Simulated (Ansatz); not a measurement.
Species: C$_{2}$H$_{5}$B, charge 0, singlet. C2H5B (SMILES BC=C).
B3LYP-D3(BJ)/def2-TZVP minimum from Ansatz (a quantum-chemistry and plane-wave program):
```xyz
8

B     -0.2109     0.1288     1.3401
H     -0.5469     1.2726     1.4070
H     -0.1545    -0.5217     2.3378
C      0.1369    -0.4639    -0.0324
C      0.0689     0.2797    -1.1465
H      0.4474    -1.5008    -0.1385
H      0.3082    -0.1095    -2.1312
H     -0.2346     1.3203    -1.1020
```
Charge 0, spin multiplicity 1.

Property: atomisation energy (electronic, to ground-state atoms), in kcal/mol. Radicals and triplets start from unrestricted determinants; spin-orbit coupling is neglected. CBS(X,Y): correlation extrapolated as X^-3, Hartree-Fock from the larger set. A bracket is a step between two methods taken in the basis named. Functionals run without relativity, which enters their misses. Double hybrids freeze cores in their MP2 part. '+ core + X2C': CCSD(T) terms for core correlation (cc-pwCVTZ) and scalar relativity (cc-pVTZ-DK). For partners of very few electrons the exact lower level stands in for a higher one. The restricted determinant of C2H5B (BC=C, singlet) is unstable towards broken spin symmetry in at least one set run.

CCSD(T)/CBS(cc-pVTZ,cc-pVQZ) + [CCSDT(Q) - CCSD(T)]/cc-pVDZ + core + X2C (Ansatz) gives 739.2 kcal/mol.

Question: How far off this value is PBE/def2-TZVPD (Ansatz), in which direction, and how far these levels: r2SCAN/def2-TZVPD, B3LYP/def2-TZVPD, PBE0/def2-TZVPD, wB97M-V/def2-TZVPD, B2PLYP/def2-TZVPD, CCSD(T)/CBS(cc-pVTZ,cc-pVQZ) + core + X2C?

Answer: PBE gives 749.2 kcal/mol, 10.0 kcal/mol above it. Differences of the others: r2SCAN/def2-TZVPD (Ansatz) 1.5; B3LYP/def2-TZVPD (Ansatz) -0.2; PBE0/def2-TZVPD (Ansatz) 1.8; wB97M-V/def2-TZVPD (Ansatz) 1.3; B2PLYP/def2-TZVPD (Ansatz) -6.0; CCSD(T)/CBS(cc-pVTZ,cc-pVQZ) + core + X2C (Ansatz) -0.4 kcal/mol.
